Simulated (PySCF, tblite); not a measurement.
C₅H₁₀ClFO.
Numbering: `[CH3:1][CH2:2][O:3][CH2:4][C@@H:5]([Cl:6])[CH2:7][F:8]` (hydrogens: H9, H10, H11 on C1; H12, H13 on C2; H14, H15 on C4; H16 on C5; H17, H18 on C7)

Computed with GFN2-xTB (tblite), gas phase: Langevin dynamics at 300 K from the optimised GFN2-xTB geometry, time step 0.5 fs, friction 0.01 fs⁻¹, 2000 steps. Over the second half of the run the saved frames average 272 K.

Frame at 250 fs, instantaneous temperature 199 K:
```
atom  x, y, z in Å
C1     -2.709    0.017   -0.171
C2     -1.741   -0.356    0.895
O3     -0.475    0.083    0.438
C4      0.571   -0.472    1.141
C5      1.754    0.066    0.404
Cl6     3.227   -0.188    1.379
C7      2.020   -0.652   -0.914
F8      3.068   -0.153   -1.626
H9     -3.659   -0.532   -0.121
H10    -2.251   -0.053   -1.151
H11    -3.010    1.043   -0.014
H12    -2.108   -0.015    1.877
H13    -1.747   -1.468    0.912
H14     0.522   -1.583    1.214
H15     0.532   -0.031    2.179
H16     1.781    1.142    0.253
H17     1.141   -0.494   -1.601
H18     2.030   -1.714   -0.819
```

Frame at 425 fs, instantaneous temperature 262 K:
```
atom  x, y, z in Å
C1     -2.424   -0.502    0.393
C2     -1.248   -0.350    1.394
O3     -0.081   -0.317    0.548
C4      1.138   -0.228    1.196
C5      2.302   -0.048    0.226
Cl6     3.671   -0.218    1.357
C7      2.294   -1.061   -0.838
F8      3.325   -0.954   -1.715
H9     -3.272   -0.463    1.043
H10    -2.262   -1.417   -0.185
H11    -2.439    0.365   -0.278
H12    -1.430    0.528    2.077
H13    -1.174   -1.150    2.104
H14     1.337   -1.170    1.762
H15     1.175    0.610    1.956
H16     2.388    0.964   -0.133
H17     1.508   -0.770   -1.519
H18     2.254   -2.106   -0.455
```

Frame at 625 fs, instantaneous temperature 277 K:
```
atom  x, y, z in Å
C1     -2.465   -0.274    0.269
C2     -1.398   -0.224    1.311
O3     -0.213   -0.394    0.658
C4      0.884   -0.705    1.479
C5      2.100   -0.292    0.557
Cl6     3.595    0.045    1.413
C7      2.335   -1.355   -0.556
F8      2.831   -0.810   -1.678
H9     -3.446   -0.042    0.659
H10    -2.451   -1.105   -0.381
H11    -2.287    0.594   -0.436
H12    -1.326    0.791    1.784
H13    -1.615   -0.942    2.110
H14     0.960   -1.731    1.770
H15     0.851   -0.136    2.410
H16     1.903    0.621   -0.015
H17     1.246   -1.647   -0.823
H18     2.931   -2.243   -0.248
```

Frame at 800 fs, instantaneous temperature 196 K:
```
atom  x, y, z in Å
C1     -2.559   -0.518    0.252
C2     -1.338   -0.337    1.213
O3     -0.108   -0.030    0.491
C4      0.986   -0.294    1.285
C5      2.310   -0.259    0.458
Cl6     3.630   -0.251    1.588
C7      2.256   -1.373   -0.567
F8      2.724   -0.890   -1.728
H9     -3.409    0.078    0.576
H10    -2.784   -1.565    0.202
H11    -2.309   -0.237   -0.787
H12    -1.478    0.468    1.962
H13    -1.204   -1.294    1.813
H14     0.886   -1.220    1.849
H15     1.147    0.479    2.033
H16     2.235    0.677   -0.082
H17     1.240   -1.687   -0.775
H18     2.850   -2.227   -0.239
```

Frame at 1000 fs, instantaneous temperature 270 K:
```
atom  x, y, z in Å
C1     -2.514   -0.189    0.391
C2     -1.285   -0.388    1.309
O3     -0.096   -0.133    0.491
C4      1.060   -0.066    1.224
C5      2.279   -0.425    0.335
Cl6     3.657    0.157    1.251
C7      2.288   -1.873   -0.072
F8      2.774   -1.926   -1.358
H9     -3.296    0.378    0.907
H10    -2.864   -1.175    0.017
H11    -2.161    0.389   -0.461
H12    -1.256    0.363    2.103
H13    -1.122   -1.308    1.907
H14     1.021   -0.813    2.083
H15     1.250    0.928    1.709
H16     2.259    0.181   -0.557
H17     1.262   -2.268   -0.187
H18     2.833   -2.569    0.560
```

**Question.** What do single points at PBE0/pcSseg-1 (PySCF, gas phase) give on these frames?

**Answer.** 
```csv
t (fs),GFN2-xTB E above start (eV),DFT E above lowest frame (eV),HOMO (eV),LUMO (eV),dipole (D)
250,0.55,0.00,-7.98,0.73,3.97
425,0.59,0.06,-7.81,0.57,3.49
625,0.63,0.12,-7.77,1.17,3.35
800,0.51,0.05,-7.76,0.95,3.33
1000,0.51,0.01,-7.74,0.89,3.53
```

The two levels order the frames alike by energy but for pairs within 0.08 eV at one level; measured from each level's lowest frame they differ by 0.05 eV at most. The HOMO–LUMO gap runs from 8.38 to 8.94 eV. These are instantaneous structures, not minima.

**Question.** And the isotropic GIAO shieldings (ppm) from the same runs?

**Answer.** 
| atom | 250 fs | 425 fs | 625 fs | 800 fs | 1000 fs | mean | range |
| --- | --- | --- | --- | --- | --- | --- | --- |
| C1 | 169.6 | 166.4 | 170.8 | 170.2 | 168.1 | 169.0 | 4.4 |
| C2 | 117.9 | 112.3 | 121.6 | 106.3 | 109.4 | 113.5 | 15.3 |
| O3 | 273.9 | 272.8 | 298.3 | 278.0 | 274.4 | 279.5 | 25.5 |
| C4 | 109.9 | 107.3 | 112.3 | 109.3 | 105.7 | 108.9 | 6.6 |
| C5 | 128.6 | 128.8 | 119.5 | 125.0 | 126.2 | 125.6 | 9.3 |
| Cl6 | 835.4 | 812.7 | 843.2 | 848.7 | 834.4 | 834.9 | 36.0 |
| C7 | 100.6 | 99.9 | 92.7 | 99.6 | 98.4 | 98.2 | 7.9 |
| F8 | 420.4 | 427.0 | 406.5 | 411.1 | 405.7 | 414.1 | 21.3 |
| H9 | 30.4 | 31.0 | 30.8 | 30.1 | 29.9 | 30.4 | 1.1 |
| H10 | 30.5 | 29.9 | 31.1 | 30.3 | 29.3 | 30.2 | 1.8 |
| H11 | 30.3 | 30.0 | 29.4 | 29.8 | 30.0 | 29.9 | 0.9 |
| H12 | 27.9 | 27.7 | 27.4 | 27.3 | 28.2 | 27.7 | 0.9 |
| H13 | 28.2 | 28.7 | 28.4 | 27.6 | 28.1 | 28.2 | 1.1 |
| H14 | 28.0 | 27.8 | 28.7 | 29.3 | 28.1 | 28.4 | 1.5 |
| H15 | 27.0 | 27.3 | 28.5 | 28.4 | 27.5 | 27.7 | 1.5 |
| H16 | 27.2 | 27.6 | 27.4 | 28.1 | 27.8 | 27.6 | 0.9 |

The cost below is that of the whole dynamics run. The run took 22 s wall on one thread of an Arm Neoverse N1, shared host, and the process peaked at 0.19 GiB of memory.
